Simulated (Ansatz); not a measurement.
Species: SnCl3, net charge 0, doublet state. It need not be the lowest isomer of its formula. SMILES: [Cl][Sn]([Cl])[Cl]
Coordinates optimised at B3LYP-D3(BJ)/def2-TZVP (Ansatz, an electronic-structure program):
```xyz
4

Sn    -0.2740    -0.2980    -0.1515
Cl     0.1016     1.4065    -1.7413
Cl    -1.1145     0.7217     1.8048
Cl     1.8187    -1.2517     0.3820
```
Charge 0, spin multiplicity 2.

Wanted: atomisation energy (electronic, to ground-state atoms), in kcal/mol. Valence correlation only, unless marked. Open shells are spin-unrestricted. Spin-orbit coupling is left out. Frozen are the shells of the preceding noble gas and the d and f shells that filled before the atom's block. In def2 rows, elements after Kr have scalar-relativistic effective core potentials. STO-3G rows are all-electron and non-relativistic. The coupled-cluster limit lacks core correlation, which all-electron functionals hold. Basis-set limits of correlation are two-point, X^-3; Hartree-Fock from the larger set. [CCSD(T)-MP2]/basis is that difference in the basis named.

```
level                                                                 program  atomisation energy (kcal/mol)  minus last row
-------------------------------------------------------------  --------------  -----------------------------  --------------
HF/def2-QZVPP                                                          Ansatz                          159.0           -75.0
B3LYP-D3(BJ)/def2-TZVPD                                        Ansatz + dftd3                          227.0            -7.0
LC-wPBE-D4/def2-TZVPD                                          Ansatz + dftd4                          226.1            -7.9
MP2/STO-3G                                                             Ansatz                          266.9            32.9
SCS-MP2/def2-SVP                                                       Ansatz                          201.1           -32.9
RI-MP2/CBS(def2-TZVPPD,def2-QZVPPD)+[CCSD(T)-MP2]/def2-TZVPPD          Ansatz                          232.1            -1.9
CCSD(T)/CBS(def2-TZVPP,def2-QZVPP)                                     Ansatz                          234.0             0.0
```
